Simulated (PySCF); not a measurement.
## Magnetisability: `[C@H]1(F)CN(CC)N=C1`, C$_{5}$H$_{9}$FN$_{2}$

Molfile (atoms numbered from 1):
```
C5H9FN2
     RDKit          3D

 17 17  0  0  0  0  0  0  0  0999 V2000
    2.0511    0.8343   -0.1708 C   0  0  0  0  0  0  0  0  0  0  0  0
    1.4304   -0.1534    0.8190 C   0  0  0  0  0  0  0  0  0  0  0  0
    0.0106   -0.3238    0.6602 N   0  0  0  0  0  0  0  0  0  0  0  0
   -0.5658   -0.9825   -0.5152 C   0  0  0  0  0  0  0  0  0  0  0  0
   -1.9852   -0.4057   -0.5756 C   0  0  2  0  0  0  0  0  0  0  0  0
   -2.2407    0.1922   -1.8014 F   0  0  0  0  0  0  0  0  0  0  0  0
   -1.9275    0.6092    0.5427 C   0  0  0  0  0  0  0  0  0  0  0  0
   -0.7999    0.6229    1.1351 N   0  0  0  0  0  0  0  0  0  0  0  0
    3.1020    0.9781    0.0643 H   0  0  0  0  0  0  0  0  0  0  0  0
    1.5412    1.7926   -0.1054 H   0  0  0  0  0  0  0  0  0  0  0  0
    1.9765    0.4679   -1.1921 H   0  0  0  0  0  0  0  0  0  0  0  0
    1.5831    0.2093    1.8376 H   0  0  0  0  0  0  0  0  0  0  0  0
    1.8979   -1.1370    0.7179 H   0  0  0  0  0  0  0  0  0  0  0  0
   -0.5523   -2.0649   -0.3736 H   0  0  0  0  0  0  0  0  0  0  0  0
   -0.0191   -0.7295   -1.4289 H   0  0  0  0  0  0  0  0  0  0  0  0
   -2.7762   -1.1531   -0.4471 H   0  0  0  0  0  0  0  0  0  0  0  0
   -2.7331    1.2556    0.8233 H   0  0  0  0  0  0  0  0  0  0  0  0
  1  2  1  0
  2  3  1  0
  3  4  1  0
  4  5  1  0
  5  6  1  0
  5  7  1  0
  7  8  2  0
  8  3  1  0
  1  9  1  0
  1 10  1  0
  1 11  1  0
  2 12  1  0
  2 13  1  0
  4 14  1  0
  4 15  1  0
  5 16  1  1
  7 17  1  0
M  END
```

Computed, not measured: GIAO PBE0/pcSseg-1 magnetisability, rotational g tensor and spin-rotation constants, non-relativistic, gas phase in PySCF. Geometry: GFN2-xTB.

**Question.** What are the magnetisability and the molar susceptibility?

**Answer.** Isotropic -1143 × 10⁻³⁰ J/T², or -68.9 × 10⁻⁶ cm³/mol; principal values -1325, -1096, -1009 × 10⁻³⁰ J/T², anisotropy 282 × 10⁻³⁰ J/T² (root of half the summed squared differences of the principal values). The susceptibility is in cgs units.

**Question.** Split it along the inertial axes a, b, c into diamagnetic and paramagnetic parts about the centre of mass, with the quadrupole moment.

**Answer.** 
| axis | χ (10⁻⁶ cm³/mol) | diamagnetic (10⁻⁶ cm³/mol) | paramagnetic (10⁻⁶ cm³/mol) | summed x² of all electrons (Å²) | quadrupole Θ (D Å) |
| --- | --- | --- | --- | --- | --- |
| a | -65.4 | -412.5 | 347.1 | 183.0 | +2.81 |
| b | -69.9 | -939.9 | 870.0 | 58.7 | -3.87 |
| c | -71.2 | -1025.4 | 954.2 | 38.5 | +1.06 |

Anisotropies 2χaa − χbb − χcc = +10.4 and 2χbb − χaa − χcc = -3.3 × 10⁻⁶ cm³/mol. Θ is traceless in Buckingham's convention.

**Question.** And the rotational g tensor?

**Answer.** 
| axis | rotational constant (GHz) | g | nuclear part | electronic part |
| --- | --- | --- | --- | --- |
| a | 3.8872 | -0.0392 | 0.5947 | -0.6339 |
| b | 1.4213 | -0.0087 | 0.5723 | -0.5809 |
| c | 1.2781 | -0.0088 | 0.5642 | -0.5729 |

Asymmetric top; isotopes 12C, 19F, 1H, 14N; no vibrational averaging.
